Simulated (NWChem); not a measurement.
System meant: C2H6STe; SMILES CS[Te]C

NWChem input:

```
start job
memory heap 200 mb stack 900 mb global 1100 mb
geometry units angstroms noautoz
  Te     0.317641    -0.721650    -0.016525
  C     -1.805500    -1.204575     0.159304
  H     -1.901037    -2.301583     0.039870
  H     -2.377667    -0.686490    -0.630796
  H     -2.150419    -0.899747     1.163221
  S      0.160193     1.600565     0.655568
  C     -0.246030     2.475552    -0.903114
  H      0.539247     2.325447    -1.668095
  H     -0.293264     3.551953    -0.638369
  H     -1.229363     2.161697    -1.302828
end
basis spherical
  * library def2-svp
end
ecp
  Te library def2-ecp
end
dft
  xc pbe0
  iterations 4
  mulliken
end
task dft energy
```

End of the output:

```
    Atom       Charge   Shell Charges
 -----------   ------   -------------------------------------------------------
    1 Te  24    23.84   1.23  0.75  1.04  0.75  2.73  3.17  2.06  1.92  9.56  0.62
    2 C    6     6.23   1.97  0.61  0.36  1.82  1.43  0.05
    3 H    1     0.96   0.63  0.27  0.07
    4 H    1     0.97   0.63  0.27  0.07
    5 H    1     0.96   0.63  0.26  0.07
    6 S   16    15.96   2.00  1.96  1.01  0.70  5.81  1.87  2.53  0.08
    7 C    6     6.19   1.96  0.61  0.35  1.84  1.36  0.07
    8 H    1     0.97   0.63  0.26  0.07
    9 H    1     0.96   0.63  0.26  0.07
   10 H    1     0.97   0.64  0.27  0.07

 center of mass
 --------------
 x =   0.16035262 y =  -0.22146073 z =   0.01241639

 moments of inertia (a.u.)
 ------------------
        1062.757145515430          -0.000000000000          -0.000000000000
          -0.000000000000         352.786567854747           0.000000000000
          -0.000000000000           0.000000000000        1199.568738422459

     Multipole analysis of the density
     ---------------------------------

     L   x y z        total         alpha         beta         nuclear
     -   - - -        -----         -----         ----         -------
     0   0 0 0     -0.000000    -29.000000    -29.000000     58.000000

     1   1 0 0     -0.513488      8.720694      8.720694    -17.954876
     1   0 1 0     -0.117315    -18.895191    -18.895191     37.673068
     1   0 0 1     -0.531828     -1.887030     -1.887030      3.242233

     2   2 0 0    -38.866135    -87.120267    -87.120267    135.374400
     2   1 1 0      0.212500    -20.192260    -20.192260     40.597020
     2   1 0 1     -0.310763     -1.741281     -1.741281      3.171799
     2   0 2 0    -36.197281   -248.506474   -248.506474    460.815667
     2   0 1 1     -1.657580     11.021142     11.021142    -23.699863
     2   0 0 2    -41.295249    -53.188695    -53.188695     65.082141

 ------------------------------------------------------------------------
 dft energy failed                                                                                  0
 ------------------------------------------------------------------------
 ------------------------------------------------------------------------
  current input line :
    26: task dft energy
 ------------------------------------------------------------------------
 ------------------------------------------------------------------------
 This type of error is most commonly associated with calculations not reaching convergence criteria
 ------------------------------------------------------------------------
 For more information see the NWChem manual at https://nwchemgit.github.io

0:dft energy failed:Received an Error in Communication
```

Q: Can this run be used? If not, why, and what is the fix?

A: The run did not converge; its last values are not results. Cause: the SCF was allowed too few iterations. This input runs:
```
start job
memory heap 200 mb stack 900 mb global 1100 mb
geometry units angstroms noautoz
  Te     0.317641    -0.721650    -0.016525
  C     -1.805500    -1.204575     0.159304
  H     -1.901037    -2.301583     0.039870
  H     -2.377667    -0.686490    -0.630796
  H     -2.150419    -0.899747     1.163221
  S      0.160193     1.600565     0.655568
  C     -0.246030     2.475552    -0.903114
  H      0.539247     2.325447    -1.668095
  H     -0.293264     3.551953    -0.638369
  H     -1.229363     2.161697    -1.302828
end
basis spherical
  * library def2-svp
end
ecp
  Te library def2-ecp
end
dft
  xc pbe0
  iterations 150
  mulliken
end
task dft energy
```
It converges to -745.62491 Ha (PBE0/def2-SVP with def2 effective core potentials on Te).
